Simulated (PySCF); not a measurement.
# Broadened absorption spectrum of C4H2F4O

Compound: C₄H₂F₄O.
Cartesian coordinates in Å at the GFN2-xTB level; atoms count from 1:
```
atom  x, y, z in Å
C1    -1.017   -1.047   -0.330
C2    -0.193   -0.034   -0.080
C3    -0.526    1.384   -0.337
O4     0.131    2.345   -0.156
F5    -1.778    1.501   -0.851
C6     1.189   -0.245    0.505
F7     1.451   -1.544    0.704
F8     1.328    0.360    1.688
F9     2.149    0.222   -0.298
H10   -0.733   -2.067   -0.127
H11   -1.996   -0.874   -0.745
```

Computed, not measured: TDDFT wB97X-D/def2-SVPD, vertical, gas phase, core orbitals frozen in the response (PySCF 2.14.0, density-fitted response routines).

Broadening: Gaussians 0.3 eV wide at half height, area fixed by f = 4.319×10⁻⁹ ∫ε dν̃. The width is an assumption, not a result. The curve ends short of the highest state used, and states not computed would add to its high-energy end.

(λ (nm), ε (L mol⁻¹ cm⁻¹)): (147.3, 974), (149.3, 2521), (151.3, 3082), (153.3, 1843), (155.2, 612), (157.2, 105), (159.2, 12), (161.2, 10), (163.1, 29), (165.1, 55), (167.1, 64), (169.1, 48), (171.1, 53), (173.0, 283), (175.0, 1661), (177.0, 6427), (179.0, 16483), (180.9, 28202), (182.9, 34872), (184.9, 30705), (186.9, 19673), (188.8, 9778), (190.8, 3567), (192.8, 1001), (194.8, 220), (196.8, 38), (198.7, 6), (200.7, 1), (202.7, 0), (204.7, 0), (206.6, 0), (208.6, 0), (210.6, 0), (212.6, 0), (214.5, 0), (216.5, 0), (218.5, 0), (220.5, 0), (222.5, 0), (224.4, 0), (226.4, 0), (228.4, 0), (230.4, 0), (232.3, 0), (234.3, 0), (236.3, 0), (238.3, 0), (240.2, 0), (242.2, 0), (244.2, 0), (246.2, 0), (248.2, 0), (250.1, 0), (252.1, 0), (254.1, 0), (256.1, 0)

Q: Where are the band maxima, and which computed states make them?

A: 183 nm (6.77 eV), ε about 35000, made up of S2 (100%); 167 nm (7.44 eV), ε about 65, made up of S3 (100%); 151 nm (8.22 eV), ε about 3100, made up of S5 (98%) (ε in L mol⁻¹ cm⁻¹; maxima over ε = 5, shares over 10%). The states used: S1 5.29 eV (f 0.0000); S2 6.77 eV (f 0.389); S3 7.44 eV (f 0.0007); S4 8.20 eV (f 0.0008); S5 8.22 eV (f 0.034); S6 8.54 eV (f 0.0006); S7 8.97 eV (f 0.0003); S8 9.02 eV (f 0.0001).

Q: Does any computed singlet lie in the visible range?

A: No computed singlet lies in the visible range (380 to 750 nm); the lowest, at 234 nm, stands 2.03 eV above its violet end (3.26 eV).

Q: On this curve, what absorbance would a 10⁻⁵ mol/L sample give at 193 nm over a 1 cm path?

A: 193 nm is 6.424 eV, where ε is about 870 L mol⁻¹ cm⁻¹, so A = ε c l ≈ 0.0087 (Beer–Lambert, with the gas-phase spectrum and the assumed width).

Q: Coming from long wavelengths, where does ε first pass 100 L mol⁻¹ cm⁻¹?

A: At about 196 nm (6.33 eV), 1.04 eV above S1.

On one thread, Arm Neoverse N1 (shared host), this took 82 s (grids of density and orbitals included).

One conformer stands for the species.
